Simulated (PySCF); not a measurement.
Results of a calculation; reference values are marked as such.
# C2H10NSi2

C2H10NSi2 is a small molecule (built as: C site whose three back bonds go to NHSiH3, CH2SiH3, H), neutral, doublet. The structure, one conformer, was relaxed in the gas phase by PBE0-D3(BJ)/def2-SVP. No frequency run checks that it is a minimum.

SMILES: [SiH3]C[CH]N[SiH3]

```xyz
15

C     0.418    0.765   -0.746
N     1.187   -0.164   -0.055
Si    2.581    0.192    0.930
C    -0.940    0.393   -1.220
Si   -2.177    0.136    0.209
H     0.653    1.815   -0.553
H     0.954   -1.136   -0.229
H     3.077   -1.121    1.435
H     2.217    1.088    2.072
H     3.664    0.877    0.156
H    -1.341    1.176   -1.883
H    -0.919   -0.537   -1.821
H    -1.706   -0.971    1.097
H    -3.542   -0.220   -0.295
H    -2.274    1.388    1.021
```
(Å; atoms numbered from 1)

EPR values by unrestricted B3LYP, IGLO-III on C N Si, pcH-1 on H.

Q: Predict g and the largest hyperfine couplings. Where does the spin sit?

A: g = 2.0022, 2.0028, 2.0036. The spin sits on C1 (86 %, bonded to 1 C + 1 N + 1 H) by Mulliken populations.
```
atom  isotope  isotropic (MHz)  dipolar, principal values (MHz)
  C1      13C            120.5              -67.3, -66.2, 133.5
 Si5     29Si           -118.4                  -17.3, 8.1, 9.2
  H6       1H            -47.4                -31.9, -0.1, 32.0
 H12       1H             57.2                  -4.3, -3.6, 7.9
  C4      13C            -20.7                  -2.4, -1.5, 3.9
 H11       1H             13.9                  -4.6, -3.7, 8.3
```

Q: How do the isotropic couplings move with BHandHLYP?

A: C1 120.5 to 155.1 MHz, Si5 -118.4 to -113.1 MHz, H6 -47.4 to -60.8 MHz, H12 57.2 to 59.3 MHz.

The 2 runs behind this took 3 min in all, one thread each of Arm Neoverse V1 on a shared host, launched as `OMP_NUM_THREADS=1 python cluster_run.py task.json out`.
